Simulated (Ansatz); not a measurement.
```yaml
crystal:
  periodic: [false, false, false]
  atoms:
    - {symbol: C, position_ang: [3.718058, -0.029040, -0.115653]}
    - {symbol: C, position_ang: [3.136632, -1.199730, 0.251011]}
    - {symbol: C, position_ang: [1.742901, -1.119210, 0.301554]}
    - {symbol: C, position_ang: [0.873520, -2.033396, 0.593558]}
    - {symbol: C, position_ang: [-0.534538, -2.147625, 0.632461]}
    - {symbol: C, position_ang: [-1.421750, -1.095296, 0.419616]}
    - {symbol: C, position_ang: [-2.858928, -1.212164, 0.470858]}
    - {symbol: C, position_ang: [-3.465445, 0.003878, 0.181622]}
    - {symbol: C, position_ang: [-2.294744, 0.955353, -0.256109]}
    - {symbol: C, position_ang: [-2.313820, 2.260849, -0.626580]}
    - {symbol: N, position_ang: [-1.152041, 2.956024, -0.852243]}
    - {symbol: C, position_ang: [0.028066, 2.292776, -0.721766]}
    - {symbol: C, position_ang: [0.161803, 0.904590, -0.301752]}
    - {symbol: C, position_ang: [1.458301, 0.332207, -0.137380]}
    - {symbol: C, position_ang: [2.608318, 0.980014, -0.394728]}
    - {symbol: C, position_ang: [-1.042431, 0.218410, -0.000509]}
    - {symbol: H, position_ang: [4.746987, 0.181839, -0.239704]}
    - {symbol: H, position_ang: [3.668817, -2.059568, 0.529958]}
    - {symbol: H, position_ang: [1.334707, -3.035489, 0.920888]}
    - {symbol: H, position_ang: [-0.957235, -3.060709, 1.050139]}
    - {symbol: H, position_ang: [-3.389784, -2.050986, 0.833862]}
    - {symbol: H, position_ang: [-4.472055, 0.278525, 0.112773]}
    - {symbol: H, position_ang: [-3.240144, 2.832383, -0.787940]}
    - {symbol: H, position_ang: [0.880390, 2.869965, -0.933229]}
    - {symbol: H, position_ang: [2.818447, 1.999774, -0.758527]}
basis:
  gaussian: {orbitals: def2-SVPD, point_charges: [{charge: 1.00, position_ang: [8.858, 0.771, 0.070]}]}
hamiltonian: {xc: {name: PBE0}, dispersion: d4}
scf: {lower_state_search: full}
```

```sh
$ ansatz run in.yaml --threads 6 --pin off --events-out ev --progress --plain --max-ram 7833MiB
```

Shortened log:

```
Functional definition: PBE0
3286 factors; their error is unknown
mean field evaluation 1: about -17146.3594 eV, gradient 6.4e1 eV
mean field evaluation 2: about -17142.9993 eV, gradient 7.2e1 eV
mean field evaluation 4: about -17157.0739 eV, gradient 7.8e0 eV
mean field evaluation 8: about -17157.2580 eV, gradient 4.4e-1 eV
mean field evaluation 16: about -17157.1076 eV, gradient 4.9e-3 eV
mean field -17157.10758716 eV, -630.5120743231 hartree, gradient 1.2e-5 eV, S^2 0.000000; 0 other end points of the search recorded, 0 dependent functions left out
reference -17157.10763729 eV, -630.5120761653 hartree; 53, 53 occupied and 339, 339 virtual orbitals, 3286 factors
Total energy: -17157.99046983 eV, -630.5445196626 hartree
```

Run time 8.5 s (6 threads of Intel Xeon 6975P-C on a shared host), peak host memory 1.9 GiB.
